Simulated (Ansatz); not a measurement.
Ansatz (an electronic-structure program) input (RI-MP2/def2-QZVPPD):
A basis named .json is the Basis Set Exchange file of that set.

Ansatz 0.2 input:
```yaml
crystal:
  periodic: [false, false, false]
  atoms:
    - {symbol: Ag, position_ang: [-0.00000000, -0.00000000, -0.31682699]}
    - {symbol: F, position_ang: [0.00000000, 0.00000000, 1.65454095]}
basis:
  gaussian:
    orbitals: def2-QZVPPD.json
    fitting: {mean_field: def2-universal-jkfit, correlation: def2-QZVPPD-RIFIT.json}
total_charge: 1
magnetization: {spin_polarized: true, initial_magnetization: 1}
correlation: {method: mp2, electrons: outside_noble_gas}
```

End of the output:

```
409 factors; integrals over basis functions are off by at most 2.5e0 eV
mean field: 0.31 GiB planned
mean field evaluation 1: about -6668.5044 eV, gradient 4.1e1 eV
mean field evaluation 2: about -6671.2125 eV, gradient 2.8e1 eV
mean field evaluation 4: about -6673.2887 eV, gradient 3.9e0 eV
mean field evaluation 8: about -6674.0779 eV, gradient 1.1e0 eV
mean field evaluation 16: about -6674.0899 eV, gradient 1.3e0 eV
mean field evaluation 32: about -6674.0025 eV, gradient 3.5e0 eV
mean field evaluation 64: about -6674.2349 eV, gradient 9.5e-2 eV
mean field evaluation 96: about -6674.0863 eV, gradient 1.3e-3 eV
mean field -6674.24158195 eV, -245.2738541733 hartree, gradient 2.7e-6 eV, S^2 0.755375; 11 other end points of the search recorded, 0 dependent functions left out
5 core orbitals not correlated
reference -6674.24158195 eV, -245.2738541733 hartree; 9, 8 occupied and 140, 141 virtual orbitals, 409 factors
second order -16.77614094 eV of doubles, -0.00000000 eV of singles
Total energy: -6691.01772289 eV, -245.8903659814 hartree
```

The spin state was set by rule; other spins were not relaxed.
